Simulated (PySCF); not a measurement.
Spectra and structures to be paired. Computed with PySCF 2.14.0, density-fitted response routines, TDDFT PBE0/def2-SVPD, vertical, gas phase, core orbitals frozen in the response. Geometries: GFN2-xTB; one conformer of each isolated species. Triplets are in the Tamm–Dancoff approximation.

A. `FC1(F)OCC12COC2`
B. `C[C@H]1C=CC(=O)O1`
C. `CCOC(=O)C=C(F)F`

Lowest singlet levels (six at most, fewer where fewer were computed) with oscillator strengths:

1. 181 nm (f 0.000); 171 nm (f 0.029); 159 nm (f 0.000); 156 nm (f 0.002); 150 nm (f 0.004); 148 nm (f 0.001); T1 6.51 eV
2. 235 nm (f 0.000); 190 nm (f 0.311); 181 nm (f 0.168); 170 nm (f 0.001); 164 nm (f 0.017); 157 nm (f 0.018); T1 4.16 eV
3. 255 nm (f 0.000); 199 nm (f 0.209); 182 nm (f 0.106); 168 nm (f 0.004); 162 nm (f 0.022); 160 nm (f 0.004); T1 4.11 eV

Task: Match each spectrum to its molecule.

Result: 1 = A, 2 = C, 3 = B.
- A: S1 at 6.84 eV, HOMO→LUMO (66%), HOMO→LUMO+1 (29%); Löwdin shares by element: HOMO oxygen 58% or more, carbon 19% or more, hydrogen 5% or more (atoms not listed hold the other 18%); LUMO carbon 39% or more, oxygen 11% or more (atoms not listed hold the other 50%); HOMO -7.87 and LUMO 0.46 eV; point group Cs, 2 of its 6 listed states under f = 0.0005.
- B: S1 at 4.86 eV, HOMO→LUMO (97%); Löwdin shares by element: HOMO oxygen 76%, carbon 19% or more; LUMO carbon 66% or more, oxygen 13% or more (atoms not listed hold the other 22%); HOMO -8.04 and LUMO -1.42 eV.
- C: S1 at 5.27 eV, HOMO-1→LUMO (92%); Löwdin shares by element: HOMO carbon 60% or more, oxygen 10% or more, fluorine 9% or more (atoms not listed hold the other 21%); LUMO carbon 60% or more, oxygen 17% or more (atoms not listed hold the other 23%); HOMO -8.32 and LUMO -1.27 eV.
